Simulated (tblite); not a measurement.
C₄H₁₀O₂S₂Si.
Numbering: `[CH3:1][S@@:2](=[O:3])[C@H:4]1[CH2:5][C@H:6]([O:7][SiH3:8])[S:9]1` (hydrogens: H10, H11, H12 on C1; H13 on C4; H14, H15 on C5; H16 on C6; H17, H18, H19 on Si8)

Geometry (GFN2-xTB, Å), atoms numbered from 1 in this order:
```
atom  x, y, z in Å
C1    -3.1976   -0.5913    0.4230
S2    -2.3777    0.8665   -0.3363
O3    -1.7879    1.6335    0.7576
C4    -0.9572   -0.1020   -1.0958
C5     0.2129    0.8340   -1.3605
C6     1.0102    0.4375   -0.1150
O7     2.3328    0.2342   -0.3282
Si8    3.4463   -0.4972    0.6156
S9    -0.0233   -1.0875    0.1147
H10   -3.9904   -0.2231    1.0652
H11   -2.4681   -1.1461    1.0058
H12   -3.6080   -1.2014   -0.3731
H13   -1.3548   -0.6693   -1.9340
H14    0.7723    0.5619   -2.2559
H15   -0.0552    1.8903   -1.4040
H16    0.8254    1.0887    0.7450
H17    3.0769   -1.8968    0.8247
H18    3.5411    0.1748    1.9123
H19    4.5924   -0.2972   -0.2535
```

Computed values, GFN2-xTB/tblite, gas phase, harmonic and unscaled. The method is semi-empirical: single wavenumbers can be off by several per cent or more. Modes of hydrogen on silicon can be 10 to 20 % off. One conformer, not necessarily the lowest.

Harmonic wavenumbers (cm⁻¹): 33.8, 52.5, 63.6, 95.1, 133.4, 146.1, 171.8, 192.3, 240.9, 319.2, 369.6, 388.0, 430.8, 549.3, 568.7, 599.8, 636.5, 672.7, 680.2, 733.7, 745.3, 794.4, 821.0, 836.9, 878.9, 892.0, 953.0, 995.1, 1039.7, 1082.4, 1115.9, 1136.5, 1144.8, 1174.8, 1228.2, 1255.5, 1283.0, 1311.9, 1427.0, 1440.2, 1452.7, 2247.2, 2275.0, 2361.6, 2920.4, 2985.7, 2989.2, 3002.8, 3034.8, 3065.0, 3074.7.

A = 2529, B = 518.7, C = 492.8 MHz; mass 181.989 u (most abundant isotopes); point group C1, symmetry number 1.

**Question.** What is the zero-point energy?

**Answer.** Half the sum of the wavenumbers: 29022 cm⁻¹ = 82.98 kcal/mol.

**Question.** Give the ideal-gas entropy at 200 K and 1 bar in the rigid-rotor, harmonic-oscillator model (classical rotation).

**Answer.** Translation 39.55, rotation 29.40, vibration 26.81: S = 95.7 cal/(mol K).

**Question.** And Cp and H(200 K) − H(0)?

**Answer.** Cp = 33.70 cal/(mol K), of which vibrations give 25.75 (their classical limit is 51 R = 101.3); H(200 K) − H(0) = 4.36 kcal/mol without the zero-point energy, 2.77 from vibrations.

**Question.** Blend soft modes into free rotors: weight 1/[1 + (100 cm⁻¹/ν̃)⁴] for the oscillator and the rest for a rotor with moment μB/(μ + B), μ = h/(8π²ν), B = 10⁻⁴⁴ kg m². What vibrational entropy results?

**Answer.** 24.17 cal/(mol K) in place of 26.81, which changes −T·S at 200 K by +0.53 kcal/mol.

**Question.** How do the functions run with temperature in this model?

**Answer.** 
```json
{"T (K)": "50", "S (cal/(mol K))": "63.5", "Cp (cal/(mol K))": "16.0", "H − H(0) (kcal/mol)": "0.57", "G − H(0) (kcal/mol)": "-2.60", "ln q(vib)": "1.02"}
{"T (K)": "100", "S (cal/(mol K))": "76.7", "Cp (cal/(mol K))": "22.6", "H − H(0) (kcal/mol)": "1.55", "G − H(0) (kcal/mol)": "-6.12", "ln q(vib)": "2.89"}
{"T (K)": "298.15", "S (cal/(mol K))": "111.3", "Cp (cal/(mol K))": "45.0", "H − H(0) (kcal/mol)": "8.22", "G − H(0) (kcal/mol)": "-24.97", "ln q(vib)": "9.85"}
{"T (K)": "373.15", "S (cal/(mol K))": "122.3", "Cp (cal/(mol K))": "52.9", "H − H(0) (kcal/mol)": "11.90", "G − H(0) (kcal/mol)": "-33.73", "ln q(vib)": "12.30"}
{"T (K)": "500", "S (cal/(mol K))": "139.3", "Cp (cal/(mol K))": "63.6", "H − H(0) (kcal/mol)": "19.32", "G − H(0) (kcal/mol)": "-50.35", "ln q(vib)": "16.31"}
{"T (K)": "750", "S (cal/(mol K))": "168.0", "Cp (cal/(mol K))": "77.7", "H − H(0) (kcal/mol)": "37.14", "G − H(0) (kcal/mol)": "-88.89", "ln q(vib)": "23.66"}
{"T (K)": "1000", "S (cal/(mol K))": "191.7", "Cp (cal/(mol K))": "86.5", "H − H(0) (kcal/mol)": "57.75", "G − H(0) (kcal/mol)": "-133.95", "ln q(vib)": "30.27"}
```

q(vib) and H(0) count from the zero-point level.

**Question.** What must be added to the electronic energy to get the Gibbs energy at 200 K and 1 bar?

**Answer.** ZPE + [H(200 K) − H(0)] − T·S = 82.98 + 4.36 − 19.15 = 68.19 kcal/mol.

Hindered rotation and anharmonicity are outside this model. Other conformers, if any are populated, would add a mixing term that is left out. The structure is chiral; the term R ln 2 for an equal mix with its mirror image is left out.
